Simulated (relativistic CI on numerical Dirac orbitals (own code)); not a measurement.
**Ta5+: O2,3 absorption edge**

Computed with this model: Dirac-Coulomb-Breit CI, orbitals from a KLI potential per configuration, model QED, valence Slater integrals scaled by 0.7, multiplet model of core-to-valence dipole absorption; configurations [Xe] 4f14 → [Kr] 4d10 4f14 5s2 5p5 5d; 10 K; Lorentzian 0.6 eV and Gaussian 0.3 eV FWHM. Energies are those of the free ion, without screening or charge transfer. The branching ratio is the share of the lower-energy edge in the whole absorption, uncertain by about 0.02 where the edges overlap. S is read from ⟨S²⟩ = S(S + 1).

Field parameters in Wybourne normalisation: Oh B⁴₀ = 21Dq, B⁴₄ = √(5/14) B⁴₀. The field is a parameter set, without covalency.

Computed curve for Oh, 10Dq = 39400 cm⁻¹, scaled to 100 at the maximum (points under 2 are left out and the grid is thinned):

```csv
Energy (eV),Intensity
37.5,2.3
37.7,3.5
38.0,7.9
38.2,13.7
38.4,17.7
38.7,11.1
38.9,6.2
39.1,3.7
39.4,2.2
42.1,2.3
42.4,3.8
42.6,5.8
42.8,10.0
43.1,22.3
43.3,25.9
43.5,18.9
43.8,8.1
44.0,5.0
44.2,3.5
44.5,2.4
44.7,2.0
46.0,2.2
46.3,2.8
46.5,3.5
46.8,5.3
47.0,7.6
47.2,11.9
47.5,28.0
47.7,46.6
47.9,53.9
48.2,29.7
48.4,16.5
48.6,10.0
48.9,5.7
49.1,4.4
49.3,3.6
49.6,2.9
49.8,2.7
50.1,2.6
50.3,2.7
50.5,2.9
50.8,3.4
51.0,4.0
51.2,4.8
51.5,7.0
51.7,9.5
51.9,14.0
52.2,29.5
52.4,53.7
52.6,88.7
52.9,87.9
53.1,52.9
53.4,22.0
53.6,13.6
53.8,9.2
54.1,5.7
54.3,4.4
54.5,3.5
54.8,2.6
55.0,2.2
```

The ground state has S = 0.00, and the centroid lies at 48.81 eV.
